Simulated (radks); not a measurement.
A nucleus of charge 71.75 with 71 electrons, configuration [Xe] 4f14 5d1 6s2.

Method: Dirac Kohn-Sham, PBE, spin-unpolarised, spherical densities, point nucleus; open shells fill j = l - 1/2 first; computed with a radial shooting solver on a logarithmic mesh with Libxc functionals.

Energy parts (eV):
part                       energy
total                  -407281.54
kinetic                 455291.72
electron-nucleus      -1013605.70
Hartree                 159402.90
exchange-correlation     -8370.46

Orbitals (lengths in bohr, moments of r in powers of bohr; r(max) is where P^2 peaks; r(90%) holds 90 % of the orbital's charge):
orbital  occ.  eigenvalue (eV)  r(90%)   r(max)       <r^4>  small-component weight
1s1/2       2        -64694.64  0.0347  0.01195   6.729e-07                7.28e-02
2s1/2       2        -11049.29   0.125  0.06855   0.0001020                1.64e-02
2p1/2       2        -10550.44   0.110  0.05116  0.00006181                1.65e-02
2p3/2       4        -9377.437   0.120  0.05776  0.00008779                1.50e-02
3s1/2       2        -2519.063   0.307   0.1933    0.003801                5.36e-03
3p1/2       2        -2298.270   0.299   0.1812    0.003376                5.30e-03
3p3/2       4        -2047.179   0.319   0.1948    0.004381                4.87e-03
3d3/2       4        -1673.692   0.292   0.1531    0.003011                4.76e-03
3d5/2       6        -1618.922   0.297   0.1569    0.003261                4.64e-03
4s1/2       2        -511.1518   0.676   0.4399     0.09116                1.75e-03
4p1/2       2        -420.8673   0.695   0.4406      0.1008                1.66e-03
4p3/2       4        -363.5037   0.742   0.4695      0.1314                1.49e-03
4d3/2       4        -215.2462   0.799   0.4684      0.1756                1.30e-03
4d5/2       6        -204.7519   0.816   0.4777      0.1913                1.26e-03
5s1/2       2         -71.8881    1.65    1.023       3.222                3.65e-04
5p1/2       2         -46.4620    1.87    1.107       5.318                2.92e-04
5p3/2       4         -38.8696    2.03    1.194       7.451                2.50e-04
4f5/2       6         -22.3558    1.16   0.4555      0.9939                8.27e-04
4f7/2       8         -20.6680    1.18   0.4607       1.104                8.06e-04
6s1/2       2          -9.8195    4.72    2.813       212.0                4.64e-05
5d3/2       1          -8.3706    3.60    1.645       73.74                9.66e-05
5d5/2       0          -7.8696    3.74    1.700       85.76                8.95e-05

The highest occupied level is 5d3/2 at -8.371 eV. Summed over all electrons, <r^2> = 60.08 bohr^2, which gives a Langevin (diamagnetic) susceptibility term of -47.6 x 10^-6 cm^3/mol. The density falls to 0.001 e/bohr^3 at r = 4.68 bohr.
